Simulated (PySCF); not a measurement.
A structure optimised at PBE0-D3(BJ)/def2-SVP, used in a PySCF frequency run:

```
C
H 1 1.1036
H 1 1.1056 2 106.21
C 1 1.5133 2 108.90 3 115.07
H 4 1.0983 1 111.49 2 -59.55
H 4 1.0998 5 108.43 1 123.20
C 1 1.5217 2 109.94 3 -118.67
H 7 1.1023 1 108.62 2 -66.06
H 7 1.1046 8 105.94 1 117.05
C 7 1.5196 8 110.05 9 118.72
H 10 1.1003 7 111.49 8 -58.30
H 10 1.1019 11 107.51 7 -122.12
H 10 1.1021 11 107.55 12 -115.33
Cl 4 1.7945 5 106.34 6 114.16
```
Charge 0, spin multiplicity 1.

Question: Write its SMILES and formula.

Answer: CCCCCl, C₄H₉Cl

Question: What are its rotational constants (standard atomic weights)?

Answer: 9.2920, 1.7013, 1.5407 GHz
